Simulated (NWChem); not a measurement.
C3H3ClF2; SMILES FC(F)/C=C/Cl

```xyz
9

F     -0.9604     2.2929    -0.3134
C     -0.0635     1.5587     0.3854
F      1.1522     1.7391    -0.1752
C     -0.4616     0.1187     0.3674
C      0.3595    -0.8369    -0.0615
Cl    -0.0586    -2.5020    -0.0900
H     -0.0277     1.9684     1.4122
H     -1.4658    -0.1119     0.7333
H      1.3661    -0.6219    -0.4273
```
Atoms are numbered in this order, from 1.

All runs: NWChem. Pople sets run with spherical d functions. Geometry: optimised at PBE0/def2-SVP. GIAO values for the isolated, static molecule; σ is the absolute isotropic shielding, δ = σ(reference) − σ with the isolated reference molecule computed at the same levels (13C: tetramethylsilane, 19F: trichlorofluoromethane, 1H: tetramethylsilane).

| level | δ F1 (ppm) | δ C2 (ppm) | δ C4 (ppm) | δ C5 (ppm) | σ Cl6 (ppm) | δ H7 (ppm) | δ H9 (ppm) |
|---|---|---|---|---|---|---|---|
| Hartree-Fock/6-31G* | -89.4 | 97.7 | 125.3 | 129.9 | 855.9 | 5.91 | 6.62 |
| PBE0/pcSseg-1 | -125.1 | 114.5 | 134.2 | 140.9 | 731.5 | 6.18 | 6.66 |
| LDA (Slater exchange, VWN5)/pcSseg-1 | … | … | … | … | … | … | 6.64 |
| BHandHLYP/pcSseg-1 | -111.9 | 110.6 | 135.7 | 143.2 | 756.0 | 5.99 | 6.70 |

Q: What belongs in the gaps?

A: 
- LDA (Slater exchange, VWN5)/pcSseg-1, δ F1 (ppm): -142.7
- LDA (Slater exchange, VWN5)/pcSseg-1, δ C2 (ppm): 123.6
- LDA (Slater exchange, VWN5)/pcSseg-1, δ C4 (ppm): 138.2
- LDA (Slater exchange, VWN5)/pcSseg-1, δ C5 (ppm): 145.3
- LDA (Slater exchange, VWN5)/pcSseg-1, σ Cl6 (ppm): 677.1
- LDA (Slater exchange, VWN5)/pcSseg-1, δ H7 (ppm): 6.58
